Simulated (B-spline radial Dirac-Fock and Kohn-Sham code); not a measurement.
X-ray lines that fill the M3 vacancy in Re⁶⁺

System: the Re⁶⁺ ion in the configuration [Xe] 4f14 5d1.

Method: independent-particle rates on relativistic LDA orbitals of the hole state (multipoles up to L = 3, Coulomb Auger matrix elements, transition energies from Dirac-Fock). Computed with a radial B-spline solver.

```
 line  multipole  energy (eV)  rate (s⁻¹)  share (%)
M3-M4         E1        421.9    1.62e+11      0.308
M3-M5         E1        488.5    2.35e+12       4.48
M3-N1         E1       1741.3    8.68e+12       16.5
M3-N2         E2       1847.9    2.05e+10     0.0390
M3-N3         E2       1921.0    1.73e+10     0.0330
M3-N4         E1       2096.3    4.37e+12       8.31
   Mγ         E1       2109.8    3.43e+13       65.4
M3-O1         E1       2290.0    1.74e+12       3.31
M3-N6         E2       2332.1    4.51e+10     0.0857
M3-N7         E2       2334.5    2.65e+11      0.505
M3-O4         E1       2383.7    6.05e+10      0.115
M3-O5         E1       2385.0    4.86e+11      0.925
```

The listed lines hold 100.0 % of the radiative rate. The radiative width is 0.0346 eV in the length form and 0.0342 eV in the velocity form; the two differ because the transition energies are not eigenvalue differences of the potential that gave the orbitals.
